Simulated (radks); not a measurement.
Coulomb parameter of the 5d shell of neutral platinum in the model configuration [Xe] 4f14 5d9 6s1, as a second difference U = [E(n + 0.5) + E(n - 0.5) - 2 E(n)] / (0.5)^2 with all orbitals relaxed. "Bare": the charge of the atom changes with n. "Screened": the 6s shell takes up the change at fixed total charge, which measures U(5d,5d) + U(6s,6s) - 2 U(5d,6s). Method: Dirac Kohn-Sham, LDA (Slater exchange, Perdew-Wang correlation), spin-unpolarised, spherical densities, finite nucleus; open shells are shared between the two j in proportion to 2j + 1; Fermi nuclear charge, rms radius 5.427 fm; computed with a radial shooting solver on a logarithmic mesh with Libxc functionals.

| case | configuration | E - E(n) (eV) |
|---|---|---|
| start | [Xe] 4f14 5d9 6s1 | 0.000 |
| bare +0.5 | [Xe] 4f14 5d9.5 6s1 | -2.086 |
| bare -0.5 | [Xe] 4f14 5d8.5 6s1 | 4.425 |
| screened +0.5 | [Xe] 4f14 5d9.5 6s0.5 | -0.104 |
| screened -0.5 | [Xe] 4f14 5d8.5 6s1.5 | 0.349 |

U(bare) = 9.358 eV, U(screened by 6s) = 0.981 eV. The step up makes a negative ion, whose loosely bound charge lowers the bare value.
